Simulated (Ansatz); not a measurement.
```yaml
crystal:
  periodic: [false, false, false]
  atoms:
    - {symbol: F, position_ang: [-0.788636, -1.050398, 0.333705]}
    - {symbol: Si, position_ang: [-0.281373, -0.321209, 0.623371]}
    - {symbol: Al, position_ang: [-0.083937, 0.799555, -0.339122]}
    - {symbol: S, position_ang: [0.844308, -0.465291, -0.193246]}
    - {symbol: H, position_ang: [-0.064914, -0.499087, 1.358482]}
    - {symbol: H, position_ang: [-0.475483, 0.617435, -1.207483]}
    - {symbol: H, position_ang: [0.246911, 1.851709, 0.112261]}
    - {symbol: H, position_ang: [0.408722, -0.786751, -0.937404]}
basis:
  gaussian: {orbitals: cc-pVTZ-DK, fitting: {mean_field: def2-universal-jkfit}}
hamiltonian: {xc: {name: SPW92}}
output: {forces: true}
```

```sh
$ ansatz run in.yaml --threads 2 --pin off --events-out ev --progress --plain --max-ram 4352MiB
```

Output, abridged:

```
Functional definition: SPW92
533 factors; integrals over basis functions are off by at most 8.4e-1 eV
mean field evaluation 1: about -27908.5536 eV, gradient 1.3e2 eV
mean field evaluation 2: about -27781.9007 eV, gradient 2.8e2 eV
mean field evaluation 4: about -27934.1737 eV, gradient 3.3e1 eV
mean field evaluation 8: about -27936.8373 eV, gradient 1.2e-1 eV
mean field evaluation 16: about -27936.8545 eV, gradient 1.3e-4 eV
mean field -27936.85449149 eV, -1026.6604662823 hartree, gradient 5.1e-5 eV, S^2 0.000000; 0 other end points of the search recorded, 0 dependent functions left out
reference -27936.85452848 eV, -1026.6604676415 hartree; 28, 28 occupied and 160, 160 virtual orbitals, 533 factors
Total energy: -27936.85452848 eV, -1026.6604676415 hartree
Relativity: scalar
Atom 0 at    -0.788636    -1.050398     0.333705 Å, force  -127.431745  -174.225573   -65.993088 eV/Å
Atom 1 at    -0.281373    -0.321209     0.623371 Å, force    40.382118   158.984258    59.378596 eV/Å
Atom 2 at    -0.083937     0.799555    -0.339122 Å, force    -2.489905    52.775663    -3.780260 eV/Å
Atom 3 at     0.844308    -0.465291    -0.193246 Å, force    92.875240   -15.237087    -5.727720 eV/Å
Atom 4 at    -0.064914    -0.499087     1.358482 Å, force    22.554733   -14.203440    71.960383 eV/Å
Atom 5 at    -0.475483     0.617435    -1.207483 Å, force   -14.024990    -5.688709   -29.417681 eV/Å
Atom 6 at     0.246911     1.851709     0.112261 Å, force     4.204431    11.282993     4.202615 eV/Å
Atom 7 at     0.408722    -0.786751    -0.937404 Å, force   -16.069882   -13.688106   -30.622845 eV/Å
Dipole moment:     0.081720    -0.654501    -0.119930 e Å
```

(1) What is wrong with this run?

Answers

(1) The geometry is squeezed to about two thirds of its size. The calculation finished and met its thresholds. The result belongs to that input, not to the molecule as meant.
